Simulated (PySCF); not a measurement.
**Relaxation of triplet TcO₃⁻**

Method: PySCF, UPBE0, basis Tc def2-SVPD with ECP28, O def2-SVPD (scalar-relativistic core potentials, no spin–orbit coupling, density fitting). A (50,194) grid was used.

A start displaced from a saddle point along its imaginary mode, of Cs symmetry, held to at least that symmetry:

Coordinates in bohr (charge -1 multiplicity 3):
```
Tc    0.0000    0.1484   -0.3934
O     1.3574   -0.2227    3.0232
O    -1.3574   -0.2227    3.0232
O     0.0000   -0.4724   -3.6139
```

Optimiser trace:
| step | E − E(last) (kJ/mol) | largest gradient (Eh/bohr) |
| --- | --- | --- |
| 0 | 4.05 | 0.02972 |
| 1 | 0.98 | 0.00736 |
| 2 | 0.58 | 0.00178 |
| 3 | 0.29 | 0.00417 |
| 4 | 0.09 | 0.00494 |
| 5 | 0.01 | 0.00162 |
| 6 | 0.00 | 0.00006 |

It ends at Cs with O–O 1.436 Å, Tc–O 1.695 Å, Tc–O 1.941 Å (×2); O–O–Tc 68.3° (×2), O–Tc–O 43.4°, O–Tc–O 147.5° (×2). A frequency run shows a minimum.

With open d or f shells other occupations or spin states may lie lower. At this level a singlet minimum of D3h symmetry lies 400 kJ/mol below this structure.
